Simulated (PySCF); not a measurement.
Question: What does the GFN2-xTB structure of MeSiCl3, `C[Si](Cl)(Cl)Cl` look like in three dimensions?

Answer: 
```
atom  x, y, z in Å
C1     1.0572    0.0001    0.1070
Si2   -0.8322    0.0013   -0.0901
Cl3   -1.7118   -0.4706    1.6691
Cl4   -1.3848   -1.3547   -1.4854
Cl5   -1.4670    1.8329   -0.6681
H6     1.5512    0.2465   -0.8286
H7     1.3765    0.7278    0.8479
H8     1.4200   -0.9739    0.4236
```

Any rigid rotation of these coordinates is as good. Atoms count from 1 in this order. Si2 (chlorine-bound silicon) is tetrahedral (angles from 108.9° to 110.1°). All 3 Cl–Si bonds measure 2.023 Å.

Bonds between heavy atoms (Å): C1–Si2 1.900, Si2–Cl3 2.023, Si2–Cl4 2.023, Si2–Cl5 2.023.

Computed geometry: GFN2-xTB, gas phase.

Point group: C3v (every atom within 0.08 Å of its image). Stationary, but not proved a minimum.


Q: Write Cartesian coordinates for `C(F)(C#[N+]C)F` as optimised with PBE0-D3(BJ)/def2-SVP. (Charge +1.)

A: 
```xyz
10
C3H4F2N angstrom
C     -2.032    0.005   -0.330
N     -0.620   -0.009   -0.251
C      0.522   -0.017   -0.177
C      2.042   -0.028   -0.078
F      2.347   -0.598    1.073
F      2.440    1.230   -0.117
H     -2.424   -0.822    0.281
H     -2.326   -0.122   -1.382
H     -2.392    0.971    0.055
H      2.448   -0.603   -0.930
```

Orientation and origin are arbitrary. Atoms count from 1 in this order. The C–N distances run from 1.144 Å (N2≡C3, drawn triple) to 1.415 Å (C1–N2, drawn single), a spread of 0.271 Å.

Bonds between heavy atoms (Å): C1–N2 1.415, N2≡C3 1.144, C3–C4 1.524, C4–F5 1.321, C4–F6 1.320.

Level of theory: PySCF, PBE0-D3(BJ)/def2-SVP geometry optimisation, gas phase.

No frequency check.


Task: Write a Z-matrix for `C[S@](=O)[O-]` as optimised with GFN2-xTB. (Charge -1.)

Result: 
Z-matrix in Å and degrees, rows numbered from 1:
```
C 
S   1  1.9376
O   2  1.4937  1  101.37
O   2  1.4937  1  101.30  3  -115.97
H   1  1.0863  2  108.48  3   -61.87
H   1  1.0865  2  108.44  3   177.99
H   1  1.0843  2  108.21  3    58.02
```

S2 (sulfur bonded to C and 2 O) is pyramidal (angles 112.5°, 101.4° and 101.3°, sum 315.2°, 0.64 Å off the plane of its three neighbours).

Structure optimised with GFN2-xTB, isolated species.

Point group: Cs (every atom within 0.08 Å of its image). Not checked by GFN2-xTB frequencies.

All values are computed, not measured.
